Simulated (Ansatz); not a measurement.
`F/C=C(/F)C=C(F)F` + H₂ → `F/C=C/C(F)=C\F` + H–F at 500 K and 1 bar (hydrogenolysis of a C–F bond).

Computed with Ansatz on PBE0-D4/def2-TZVP structures; ΔE is electronic, products minus reactants. CCSD(T)/CBS is the MP2 limit (def2-TZVPP, def2-QZVPP) plus CCSD(T) − MP2 in def2-TZVPP, frozen cores. This one scheme is used for every species. Double bonds are as drawn, so ΔE can hold a change between cis and trans. Each species was taken in one conformer, which may not be the lowest.

| species | CCSD(T)/CBS energy (Eh) | H − E (kJ/mol) | S (J/(mol·K)) |
| --- | --- | --- | --- |
| `F/C=C(/F)C=C(F)F` | -552.49999 | 194.4 | 429.8 |
| H₂ | -1.17544 | 41.0 | 145.5 |
| `F/C=C/C(F)=C\F` | -453.31638 | 210.5 | 405.3 |
| H–F | -100.39570 | 39.4 | 188.7 |

H − E and S are ideal-gas, rigid-rotor, harmonic terms from PBE0-D4/def2-TZVP, for one conformer and one mirror image of each species. The MP2-based limit puts H₂ 0.8 mEh under its directly extrapolated value; such offsets cancel only in part. 1 Eh = 2625.50 kJ/mol, R = 8.31446 J/(mol·K).

Problem. By hand: ΔE, ΔH, ΔS and ΔG.

Solution. ΔE = (-453.31638) + (-100.39570) − (-552.49999) − (-1.17544) = -0.03665 Eh = -96.2 kJ/mol. Δ(H − E) = 210.5 + 39.4 − 194.4 − 41.0 = 14.5, so ΔH = -81.7 kJ/mol. ΔS = 405.3 + 188.7 − 429.8 − 145.5 = 18.7 J/(mol·K). ΔG = -81.7 − 500 × (18.7)/1000 = -91.0 kJ/mol.

Problem. By hand: the equilibrium constant, and the temperature at which ΔG would vanish if ΔH and ΔS stayed fixed.

Solution. log₁₀ K = −ΔG/(RT ln 10) = 9.5. ΔH and −TΔS have one sign here, so there is no such temperature.

ΔH outweighs TΔS. A doubt of 5 kJ/mol in ΔE shifts log₁₀ K by 0.5 here. Other conformers and mirror images would add mixing entropy, several J/(mol·K) or more a flexible species. Modes under 60 cm⁻¹, often nearly free rotors, make the harmonic entropy too high. These are equilibria of isolated gas molecules and say nothing of rates. Largest T1 diagnostic: 0.013 (customary marks: 0.02 for closed shells, 0.045 for open ones).
